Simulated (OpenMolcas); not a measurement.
Nb4+ with its 6 nearest bromide ions at 2.651 Å, on the Y site of Cs2NaYBr6 (a = 11.3047 Å, distance in the model lattice 2.765 Å). The rest of the host is ab initio model potentials to 7.6 Å, with orthogonalisation functions on the cations behind the ligands, and point charges beyond; the distance is set by hand and nothing relaxes, and no local charge compensation is placed. Ligand basis ANO-RCC-VDZP.
```
Nb    0.0000    0.0000    0.0000
Br    2.6510    0.0000    0.0000
Br    0.0000    2.6510    0.0000
Br   -2.6510    0.0000    0.0000
Br    0.0000   -2.6510    0.0000
Br    0.0000    0.0000    2.6510
Br    0.0000    0.0000   -2.6510
```

| Quantity | Value |
| --- | --- |
| Program | OpenMolcas |
| Method | SS-CASPT2, IPEA 0.25 Eh, imaginary shift 0.1 Eh (closed shells correlated: 4s 4p and the ligand valence shells) |
| Basis | ANO-RCC-VTZP [7s6p4d2f1g] |
| Scalar Hamiltonian | DKH2, point nucleus |
| Active space | 1 electron in 5 orbitals (4d) |
| State averaging | 2S+1 = 2 even, 5 roots |
| Spin-orbit coupling | RASSI with atomic mean-field integrals over the reference wave functions |

**Question.** What is the spin-free ground state (labels of O, the rotations of Oh)?

**Answer.** 2T2, 3-fold in its orbital part; it has the highest spin that d1 allows.

**Question.** Where is the first state of the same spin?

**Answer.** 2E at 21800 cm-1 above the ground state.

**Question.** What are the lowest two levels with spin-orbit coupling?

**Answer.** A 4-fold level Γ8, then a 2-fold level 1010 cm-1 above it. Their leading multiplicities are 2 (100 %) and 2 (100 %).

**Question.** What is χT at 300 K, and how does it compare with the textbook value?

**Answer.** The lowest level has 2S+1 = 2, for which the spin-only value is χT = S(S+1) / 2 = 0.375 cm3 K/mol (g = 2). The computed 0.148 at 300 K differs by -0.227, through orbital momentum, spin-orbit coupling and any other state in reach. With a threefold ground state the orbital momentum is unquenched, so the spin-only value is not expected to hold.

**Question.** Which ligand-field parameters describe the states?

**Answer.** The gap between the two states is 10Dq = 21818 cm-1. 

Over all roots computed the reference weight is 0.67; a low but even weight reflects the number of correlated electrons. An orbital triplet at a regular site is open to Jahn-Teller coupling, which can distort the site and quench the lowest spin-orbit gaps and is left out. The least metal-like active orbital is 72 % on the metal (Löwdin) and no ligand orbital is active, so the numbers are rough. Ligand-to-metal charge-transfer states are missing. With one d shell and no ligand orbital active, 10Dq can be off by a tenth or more. No measured value stands beside these numbers; the geometry was set by hand and not optimised.
